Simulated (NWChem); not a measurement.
System: CH5ClSi; SMILES C[SiH2]Cl

NWChem input:

```
start job
memory heap 200 mb stack 900 mb global 1100 mb
geometry units angstroms noautoz
  Si     0.604023     0.444835     0.000000
  C     -0.738820     1.756424     0.000000
  Cl    -0.271268    -1.452805     0.000000
  H      1.467154     0.551957    -1.224771
  H      1.467154     0.551957     1.224771
  H     -1.380565     1.661423     0.898380
  H     -0.282690     2.768091     0.000000
  H     -1.380565     1.661423    -0.898380
end
basis spherical
  * library 6-31g*
end
dft
  xc scan
  iterations 150
  mulliken
end
task dft energy
```

The geometry was optimised at PBE-D3(BJ)/def2-SVP.

Problem. Predict the main results of this run. (SCAN/6-31G* (spherical d).) Quantities: energy (Ha); highest occupied level (eV); orbital gap (eV); dipole (D).

Solution. The energy (Ha) comes out as -790.85 and the highest occupied level (eV) is -7.65. The orbital gap (eV) comes out as 7.49 and the dipole (D) comes out as 2.32.
